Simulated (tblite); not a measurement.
Compound: C7H15BSi.
Atom-mapped SMILES: `[CH:1]#[C:2][C@@:3]([CH3:4])([SiH2:5][CH3:6])[B:7]([CH3:8])[CH3:9]` (hydrogens: H10 on C1; H11, H12, H13 on C4; H14, H15 on Si5; H16, H17, H18 on C6; H19, H20, H21 on C8; H22, H23, H24 on C9)

Computed with GFN2-xTB (tblite), gas phase: L-BFGS steps from a force-field or distance-geometry start until the largest atomic force falls under 0.01 eV/Å.

Step 3: E = -694.0321 eV
```
atom  x, y, z in Å  |  force x, y, z in eV/Å
C1      0.4127   -2.0767    2.0747   -0.067   0.369  -0.197
C2      0.2732   -1.0425    1.4764   -0.053  -0.145   0.157
C3      0.0826    0.2046    0.7547    0.062   0.085  -0.049
C4     -0.1804    1.3462    1.7665    0.015  -0.175  -0.112
Si5     1.7643    0.5864   -0.1358   -0.194  -0.031   0.134
C6      2.1150   -0.7735   -1.3919   -0.035   0.124   0.108
B7     -1.0684    0.1096   -0.3390   -0.023   0.009   0.053
C8     -1.4430    1.3522   -1.2502    0.130  -0.126   0.181
C9     -1.8870   -1.2280   -0.5385    0.044   0.142  -0.063
H10     0.5141   -2.9803    2.6017    0.025   0.069  -0.043
H11     0.6109    1.3961    2.5120    0.002  -0.023  -0.007
H12    -0.2390    2.3112    1.2660   -0.015  -0.093  -0.002
H13    -1.1223    1.1610    2.2774   -0.034   0.055   0.078
H14     2.8399    0.6206    0.8559    0.040   0.048   0.125
H15     1.6758    1.8797   -0.8181    0.022   0.113   0.000
H16     1.3263   -0.7981   -2.1362    0.097  -0.146  -0.094
H17     2.1651   -1.7335   -0.8900    0.015  -0.081  -0.148
H18     3.0637   -0.5733   -1.8750   -0.011  -0.156  -0.128
H19    -2.4872    1.6367   -1.0973    0.134  -0.012  -0.083
H20    -0.8214    2.2240   -1.0606   -0.090   0.074  -0.085
H21    -1.3379    1.0881   -2.3072   -0.073   0.065   0.169
H22    -2.3888   -1.5130    0.3901    0.150  -0.066  -0.126
H23    -2.6495   -1.1234   -1.3082   -0.022  -0.134  -0.002
H24    -1.2305   -2.0543   -0.8201   -0.122   0.036   0.131
```

Step 4: E = -694.0456 eV
```
atom  x, y, z in Å  |  force x, y, z in eV/Å
C1      0.4116   -2.0721    2.0725   -0.013  -0.038   0.038
C2      0.2711   -1.0407    1.4774   -0.087   0.171  -0.042
C3      0.0818    0.2058    0.7547    0.044  -0.018  -0.083
C4     -0.1799    1.3419    1.7620   -0.030  -0.080   0.144
Si5     1.7601    0.5857   -0.1330   -0.067   0.073   0.128
C6      2.1132   -0.7697   -1.3890    0.061  -0.039   0.009
B7     -1.0691    0.1096   -0.3376    0.039   0.007   0.081
C8     -1.4390    1.3476   -1.2447    0.038   0.059   0.096
C9     -1.8850   -1.2231   -0.5403   -0.032   0.043  -0.036
H10     0.5146   -2.9772    2.5998    0.017   0.115  -0.067
H11     0.6109    1.3956    2.5119   -0.036  -0.041  -0.065
H12    -0.2394    2.3071    1.2669   -0.014  -0.026  -0.054
H13    -1.1229    1.1627    2.2793    0.024   0.039   0.027
H14     2.8414    0.6220    0.8597   -0.027   0.042   0.071
H15     1.6765    1.8828   -0.8181    0.021   0.048   0.038
H16     1.3301   -0.8024   -2.1381    0.050  -0.108  -0.089
H17     2.1656   -1.7355   -0.8946    0.005  -0.022  -0.125
H18     3.0629   -0.5780   -1.8785   -0.053  -0.115  -0.066
H19    -2.4825    1.6364   -1.1001    0.085  -0.027  -0.032
H20    -0.8247    2.2257   -1.0635   -0.037   0.069  -0.039
H21    -1.3403    1.0906   -2.3012   -0.031  -0.002   0.077
H22    -2.3842   -1.5150    0.3855    0.101  -0.043  -0.047
H23    -2.6496   -1.1276   -1.3076   -0.038  -0.088  -0.037
H24    -1.2351   -2.0525   -0.8159   -0.019  -0.021   0.073
```

Step 5: E = -694.0517 eV
```
atom  x, y, z in Å  |  force x, y, z in eV/Å
C1      0.4105   -2.0688    2.0712   -0.004  -0.090   0.067
C2      0.2685   -1.0375    1.4779   -0.070   0.157  -0.062
C3      0.0812    0.2058    0.7537    0.028  -0.013  -0.041
C4     -0.1802    1.3386    1.7616   -0.049   0.007   0.155
Si5     1.7572    0.5870   -0.1294    0.033   0.074   0.054
C6      2.1130   -0.7681   -1.3874    0.056  -0.077  -0.040
B7     -1.0689    0.1098   -0.3354    0.036   0.018   0.046
C8     -1.4357    1.3458   -1.2397   -0.004   0.127   0.016
C9     -1.8843   -1.2193   -0.5421   -0.048  -0.036  -0.023
H10     0.5153   -2.9732    2.5975    0.017   0.086  -0.046
H11     0.6102    1.3946    2.5107   -0.013  -0.050  -0.048
H12    -0.2398    2.3036    1.2668   -0.014  -0.004  -0.061
H13    -1.1227    1.1643    2.2809    0.012   0.012   0.025
H14     2.8417    0.6236    0.8632   -0.062   0.039   0.046
H15     1.6772    1.8855   -0.8173    0.017   0.013   0.059
H16     1.3337   -0.8070   -2.1405    0.022  -0.071  -0.069
H17     2.1660   -1.7370   -0.8998    0.002  -0.023  -0.077
H18     3.0613   -0.5830   -1.8818   -0.032  -0.071  -0.038
H19    -2.4779    1.6357   -1.1025    0.004  -0.020   0.019
H20    -0.8275    2.2279   -1.0661    0.017   0.089   0.002
H21    -1.3424    1.0922   -2.2959    0.006  -0.047   0.019
H22    -2.3794   -1.5171    0.3817    0.045  -0.026   0.030
H23    -2.6503   -1.1319   -1.3078   -0.047  -0.048  -0.059
H24    -1.2384   -2.0516   -0.8119    0.049  -0.046   0.027
```

Step 6: E = -694.0547 eV
```
atom  x, y, z in Å  |  force x, y, z in eV/Å
C1      0.4097   -2.0668    2.0706   -0.010  -0.026   0.029
C2      0.2662   -1.0349    1.4780   -0.040   0.063  -0.029
C3      0.0813    0.2060    0.7527   -0.001   0.019   0.010
C4     -0.1811    1.3372    1.7632   -0.038   0.045   0.075
Si5     1.7563    0.5886   -0.1269    0.079   0.030  -0.021
C6      2.1134   -0.7683   -1.3872    0.020  -0.059  -0.050
B7     -1.0684    0.1102   -0.3337    0.005   0.025  -0.004
C8     -1.4340    1.3468   -1.2369   -0.013   0.112  -0.019
C9     -1.8847   -1.2181   -0.5435   -0.030  -0.062  -0.014
H10     0.5159   -2.9701    2.5957    0.018   0.044  -0.018
H11     0.6099    1.3931    2.5096    0.011  -0.046  -0.015
H12    -0.2403    2.3015    1.2658   -0.015  -0.004  -0.043
H13    -1.1227    1.1653    2.2824   -0.013  -0.005   0.036
H14     2.8408    0.6251    0.8660   -0.065   0.037   0.044
H15     1.6779    1.8872   -0.8158    0.015   0.005   0.063
H16     1.3360   -0.8106   -2.1430    0.012  -0.047  -0.047
H17     2.1663   -1.7385   -0.9037    0.002  -0.034  -0.040
H18     3.0602   -0.5867   -1.8842   -0.003  -0.043  -0.030
H19    -2.4757    1.6351   -1.1033   -0.042  -0.006   0.043
H20    -0.8286    2.2308   -1.0673    0.038   0.095   0.019
H21    -1.3433    1.0922   -2.2928    0.025  -0.057   0.002
H22    -2.3762   -1.5186    0.3804    0.012  -0.014   0.056
H23    -2.6515   -1.1349   -1.3089   -0.036  -0.031  -0.051
H24    -1.2393   -2.0519   -0.8094    0.067  -0.041   0.003
```

Q: Estimate the geometry and energy of step 7. (The exact step hangs on the optimiser's Hessian estimate; all steps are aligned on step 6, rigid shifts and turns removed.)

A: E = -694.0574 eV, largest force 0.128 eV/Å
```
atom  x, y, z in Å  |  force x, y, z in eV/Å
C1      0.4086   -2.0645    2.0701   -0.017   0.051  -0.016
C2      0.2634   -1.0321    1.4779   -0.006  -0.031   0.009
C3      0.0818    0.2069    0.7522   -0.040   0.046   0.043
C4     -0.1826    1.3368    1.7655   -0.016   0.056  -0.017
Si5     1.7569    0.5903   -0.1252    0.087  -0.034  -0.087
C6      2.1140   -0.7694   -1.3879   -0.012  -0.033  -0.048
B7     -1.0680    0.1112   -0.3324   -0.029   0.024  -0.051
C8     -1.4326    1.3498   -1.2348   -0.014   0.066  -0.032
C9     -1.8854   -1.2182   -0.5450    0.003  -0.057  -0.001
H10     0.5169   -2.9666    2.5939    0.017  -0.002   0.011
H11     0.6101    1.3909    2.5085    0.026  -0.031   0.016
H12    -0.2411    2.2996    1.2641   -0.017  -0.002  -0.013
H13    -1.1234    1.1659    2.2847   -0.029  -0.015   0.041
H14     2.8387    0.6273    0.8694   -0.053   0.032   0.049
H15     1.6788    1.8889   -0.8133    0.015   0.008   0.058
H16     1.3383   -0.8149   -2.1461    0.005  -0.022  -0.022
H17     2.1666   -1.7407   -0.9079    0.002  -0.040  -0.007
H18     3.0595   -0.5910   -1.8872    0.025  -0.019  -0.024
H19    -2.4748    1.6345   -1.1031   -0.062   0.014   0.054
H20    -0.8286    2.2355   -1.0680    0.033   0.079   0.022
H21    -1.3436    1.0910   -2.2900    0.038  -0.044   0.000
H22    -2.3732   -1.5202    0.3805   -0.009  -0.001   0.052
H23    -2.6534   -1.1382   -1.3111   -0.007  -0.026  -0.021
H24    -1.2386   -2.0531   -0.8071    0.060  -0.018  -0.014
```

The energy changes by -0.0028 eV. The first-order estimate −F·Δx gives -0.0038 eV and the mean of the old and new forces, exact on a quadratic surface, -0.0027 eV. The step makes an angle of 47° with the force vector and moves no atom by more than 0.006 Å.

The cost below is that of the whole relaxation. On one thread, Arm Neoverse N1 (aarch64), shared host with 64 logical CPUs at a one-minute load of 59, this took 3.2 s of wall time.
